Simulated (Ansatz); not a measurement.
CH₃AlF₂ (SMILES [CH3][Al]([F])[F]), singlet, geometry from GFN2-xTB (such geometries of metal compounds can be far from the true shape). Base run: B3LYP/6-31G run with Ansatz (a program for electronic structure).

Ansatz was given this input:
Ansatz 0.2 input:
```yaml
crystal:
  periodic: [false, false, false]
  atoms:
    - {symbol: Al, position_ang: [0.05180306, 0.04011766, 0.00222470]}
    - {symbol: C, position_ang: [-1.50805595, -1.16573156, -0.06233932]}
    - {symbol: H, position_ang: [-1.30669362, -2.03874718, -0.68318980]}
    - {symbol: H, position_ang: [-2.37664668, -0.64890162, -0.46820696]}
    - {symbol: H, position_ang: [-1.76055472, -1.53755322, 0.93063349]}
    - {symbol: F, position_ang: [0.01100760, 1.60162551, -0.52911869]}
    - {symbol: F, position_ang: [1.52441362, -0.41295198, 0.59199405]}
basis:
  gaussian:
    orbitals: 6-31G
hamiltonian:
  xc: b3lyp
```

The bond that is stretched is that between atoms 7 and 1. A test that says stable can miss a lower solution.

Variants of this job, named by their change:

| change | ΔE vs base (mEh) | <S^2> | stability test says |
|---|---|---|---|
| base | 0.000 | 0.000 | minimum (restricted orbitals) |
| spin_polarized = on; lower_state_search = off | 0.000 | 0.000 | undecided (no full test) |
| spin_polarized = on; lower_state_search = standard | 0.000 | 0.000 | minimum |
| bond × 1.25 | 35.451 | 0.000 | minimum (restricted orbitals) |
| spin_polarized = on; lower_state_search = off; bond × 1.25 | 35.451 | 0.000 | undecided (no full test) |
| spin_polarized = on; lower_state_search = standard; bond × 1.25 | 35.451 | 0.000 | minimum |
| bond × 1.5 | 100.1 | 0.000 | minimum (restricted orbitals) |
| spin_polarized = on; lower_state_search = off; bond × 1.5 | 100.1 | 0.000 | undecided (no full test) |
| spin_polarized = on; lower_state_search = standard; bond × 1.5 | 100.1 | 0.000 | minimum |
| bond × 1.8 | 160.7 | 0.000 | minimum (restricted orbitals) |
| spin_polarized = on; lower_state_search = off; bond × 1.8 | 160.7 | 0.000 | undecided (no full test) |
| spin_polarized = on; lower_state_search = standard; bond × 1.8 | 159.3 | 0.210 | minimum |
| bond × 2.2 | 209.1 | 0.000 | minimum (restricted orbitals) |
| spin_polarized = on; lower_state_search = off; bond × 2.2 | 209.1 | 0.000 | undecided (no full test) |
| spin_polarized = on; lower_state_search = standard; bond × 2.2 | 193.3 | 0.603 | minimum |
| bond × 3.0 | 249.3 | 0.000 | minimum (restricted orbitals) |
| spin_polarized = on; lower_state_search = off; bond × 3.0 | 212.5 | 0.801 | undecided (no full test) |
| spin_polarized = on; lower_state_search = standard; bond × 3.0 | 212.5 | 0.801 | minimum |

Where a bond breaks into two radicals, a solution with restricted orbitals usually stops being the lowest and lies too high; an unrestricted one lies lower at the price of spin contamination, which <S^2> shows.
